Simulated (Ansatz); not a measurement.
**Worked example: a bond strength in GeSiH3ClO (SMILES Cl[SiH]1[O][GeH2]1)**

GeSiH3ClO has 7 atoms, charge 0, and is taken as a singlet. As SMILES, `Cl[SiH]1[O][GeH2]1`. Geometry: optimised at PBE0/def2-SVP.

```xyz
7

Cl    0.9584   -2.4953    0.6669
Si   -0.2784   -1.0440   -0.1013
O     0.4039    0.0215   -1.1733
Ge    0.0506    1.1586    0.3192
H    -1.5514   -1.7018   -0.4868
H    -0.9022    2.2808   -0.1230
H     1.3804    1.7120    0.8525
```

Wanted: the dissociation energy of the Si2–Cl1 bond into doublet GeSiH3O and doublet Cl (shapes relaxed at PBE0/def2-SVP, no zero-point term). 1 Eh = 2625.50 kJ/mol = 27.2114 eV. Totals in Eh; open shells run unrestricted unless said.

| level | program | GeSiH3ClO | doublet GeSiH3O | doublet Cl |
| --- | --- | --- | --- | --- |
| PBE/def2-SVP | Ansatz | -2902.486397 | -2442.521311 | -459.797020 |
| wB97M-V/def2-SVP | Ansatz | -2903.038063 | -2442.895481 | -459.967660 |
| MP2/def2-SVP, 20 core orbitals frozen | Ansatz | -2900.532660 | -2440.937283 | -459.428240 |

Work out the dissociation energy at each level.


1. PBE/def2-SVP: (-2442.521311) + (-459.797020) − (-2902.486397) = 0.168066 Eh = 441.3 kJ/mol = 4.57 eV.
2. wB97M-V/def2-SVP: (-2442.895481) + (-459.967660) − (-2903.038063) = 0.174922 Eh = 459.3 kJ/mol = 4.76 eV.
3. MP2/def2-SVP: (-2440.937283) + (-459.428240) − (-2900.532660) = 0.167137 Eh = 438.8 kJ/mol = 4.55 eV.

The levels span 439 to 459 kJ/mol; no measured value is set beside them. A bond enthalpy at 298 K also holds the loss of zero-point energy and thermal terms.
